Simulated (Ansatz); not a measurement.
This geometry of a periodic cell of 17 atoms, W16F (host W, host structure bcc, interstitial F) is a first-order saddle point.

Computed with DFT LDA, scalar-relativistic, plane waves, PAW (Ansatz). Settings: cutoff 420 eV, k mesh 3x3x3, gaussian smearing 0.05 eV, no spin polarisation.

```xyz
17
Lattice="6.3200 0.0000 0.0000 0.0000 6.3200 0.0000 0.0000 0.0000 6.3200" Properties=species:S:1:pos:R:3
W -0.217 -0.093 0.087
W 3.376 -0.093 0.087
W 0.002 3.145 0.007
W 0.002 -0.014 3.168
W 1.579 1.590 1.625
W 3.157 3.145 0.007
W 3.157 -0.014 3.168
W 4.740 1.581 1.589
W -0.038 3.185 3.128
W 1.580 4.721 1.593
W 1.579 1.821 4.492
W 3.197 3.185 3.128
W 4.740 4.689 1.624
W 4.739 1.596 4.718
W 1.579 4.688 4.723
W 4.740 4.724 4.733
F 1.580 0.435 -0.442
```

**Question.** Which two structures does it join? (They come from a converged band through this point; their orientation in space is the band's.)

**Answer.** The atom that moves furthest is F17, by 1.11 Å; four of its nearest neighbours are W5 1.99, W2 1.99, W1 1.99, W11 1.99 Å at the first end and W2 1.99, W15 1.99, W1 1.99, W11 1.99 Å at the last.

Initial state:

```xyz
17
Lattice="6.3200 0.0000 0.0000 0.0000 6.3200 0.0000 0.0000 0.0000 6.3200" Properties=species:S:1:pos:R:3
W -0.186 -0.135 -0.006
W 3.348 -0.135 -0.006
W -0.006 3.176 -0.006
W -0.008 -0.016 3.154
W 1.581 1.706 1.760
W 3.167 3.176 -0.006
W 3.169 -0.016 3.154
W 4.741 1.588 1.582
W -0.030 3.183 3.154
W 1.581 4.716 1.580
W 1.581 1.707 4.547
W 3.191 3.183 3.154
W 4.741 4.708 1.605
W 4.741 1.588 4.726
W 1.581 4.716 4.727
W 4.741 4.708 4.703
F 1.581 0.786 -0.007
```

Final state:

Only the atoms that move by more than 0.05 Å are listed.
```
W1 -0.188 0.002 0.126
W2 3.345 0.002 0.126
W5 1.578 1.588 1.596
W11 1.578 1.768 4.605
W15 1.578 4.555 4.605
F17 1.579 0.001 -0.794
```

**Question.** How far does it lie above each of them?

**Answer.** 0.53 eV above the first and 0.53 eV above the second. This is the barrier of this one path; another mechanism may lie lower. Limits of this set-up: coarse k mesh, odd electron count without spin, a small cell, in which the defect meets its images, a typed lattice constant that wasn't relaxed here.

The run took 24 min on 4 threads of Intel(R) Xeon(R) Platinum 8488C (Sapphire Rapids), on a shared host, peak memory 2.6 GiB.
